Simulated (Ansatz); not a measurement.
Frontier orbitals of BrClFHOSi (`O[Si](F)(Cl)Br`).

Cartesian coordinates in Å:
```
O 0.8560 -0.7275 -0.7177
Si -0.2031 0.2298 0.0337
F -1.6716 -0.0292 -0.4880
Cl -0.2300 -0.1201 2.0312
Br 0.3273 2.2924 -0.4136
H 0.9214 -1.6453 -0.4457
```

The species carries charge 0 and has multiplicity 1. Correlated methods include outer-core shells of Br, which these sets cover unevenly. Scalar relativity is left out up to krypton. The structure was optimised at the PBE0-D4/def2-TZVP level. It is one conformer, not always the lowest. Basis def2-TZVPP, Ansatz 0.2.0.

Orbital energies of one run (eV). Highest occupied ones, from the top: -7.48, -7.55, -8.11, -8.49, -8.99, -9.24, -9.78, -10.69, -11.29, -11.52, -12.95, -14.67, -19.75, -21.01. Empty: -1.03, -0.19, 0.60, 1.05, 1.58, 2.47.

(1) Which functional gave them?
A. r2SCAN
B. r2SCAN0
C. BLYP
D. HSE06 (plane-wave form)

Results:

(1) C. HOMO energies: BLYP -7.48, r2SCAN0 -9.24, r2SCAN -8.03, HSE06 -8.61 eV.
